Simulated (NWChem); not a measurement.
A series in which one site is exchanged, each optimised at PBE0/def2-SVP with NWChem, gas phase unless a solvent is named. Low-valent species are run as closed-shell singlets; no triplet was tried in these runs. For some, no frequency run checked for a minimum. def2 effective core potentials on Sn; no spin-orbit coupling.

A: [F][Ge][Cl] (GeClF; site = Ge)
B: [C](Cl)F (CClF; site = C)
C: [F][Sn][Cl] (SnClF; site = Sn)
D: F[Si]Cl (SiClF; site = Si)

Values for A:

* **dipole (D), PBE0/def2-SVP**: 2.18
* **orbital gap (eV), PBE0/def2-SVP**: 5.57
* **vertical ionisation energy, ΔSCF, PBE/def2-SVP (eV)**: 10.56
* **static polarisability, PBE/def2-SVPD (bohr³)**: 46.9
* **lowest singlet excitation, PBE/def2-SVPD, TDA (eV)**: 4.24

Task: How do these values change for the other members?

Result: 
```tsv
change from A	B	C	D
dipole (D), PBE0/def2-SVP	-1.22	+1.29	-1.05
orbital gap (eV), PBE0/def2-SVP	-0.45	-0.31	-0.12
vertical ionisation energy, ΔSCF, PBE/def2-SVP (eV)	-0.12	-0.34	-0.34
static polarisability, PBE/def2-SVPD (bohr³)	-16.0	+8.8	-2.2
lowest singlet excitation, PBE/def2-SVPD, TDA (eV)	-0.69	-0.38	+0.30
```
